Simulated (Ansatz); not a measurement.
Consider the atomization: `Cl[SiH2][GeH2][Cl]` → 2 Cl• + Ge• + 4 H• + Si•.

Computed with Ansatz on PBE0-D4/def2-TZVP structures; ΔE is electronic, products minus reactants. CCSD(T)/CBS adds triple-zeta CCSD(T) − MP2 to the extrapolated MP2 energy (def2 sets, frozen cores). This one scheme is used for every species, atoms too. For atomizations the MP2-based limit and the directly extrapolated one differ by several kJ/mol either way, and by 10 to 25 for some Ge, Se and Sn compounds, so smaller differences from it don't rank the levels. Functionals use def2-TZVPP. Open shells (•) are unrestricted, without spin–orbit coupling. Spin–orbit coupling would lower the free atoms: a little for Cl, Si; clearly for Ge. Bonds to Ge are less sure, by a few kJ/mol each and by 10 to 20 or more in all where they break to atoms, as the def2 sets lack core-valence functions. Scalar relativity is left out up to krypton. Each species was taken in one conformer, which may not be the lowest.

(1) What is ΔE at CCSD(T)/CBS? (Best estimate.)

(2) What do these levels give: B97M-V, ωB97M-V, r2SCAN0, CCSD/def2-TZVPP, CCSD(T)/def2-TZVPP, SCS-MP2/def2-QZVPP? (Estimate.)

Largest T1 diagnostic among the species: 0.012.

## Answers

(1) The calculation gave: +537.4 kcal/mol.

(2) The calculation gave: B97M-V 544.6, ωB97M-V 534.4, r2SCAN0 531.0, CCSD/def2-TZVPP 515.6, CCSD(T)/def2-TZVPP 523.0, SCS-MP2/def2-QZVPP 534.6 kcal/mol.

From BLYP to BHLYP (50 % exact exchange), in def2-TZVPP and without D4, ΔE moves by +5.3 kcal/mol. Leaving LDA and LC-ωPBE aside and taking each functional with its dispersion term where it has one, the values, not all of them listed here, spread over 23.1 kcal/mol, from revPBE-D4 to B97M-V. LDA lies +72.9 kcal/mol from PBE without D4, its usual overbinding. At CCSD(T), def2-SVP lies −46.4 kcal/mol from the extrapolated value and def2-TZVPP −14.4 kcal/mol: correlation converges slowly with the basis, and small sets miss more of it in the bonded molecule than in its fragments.
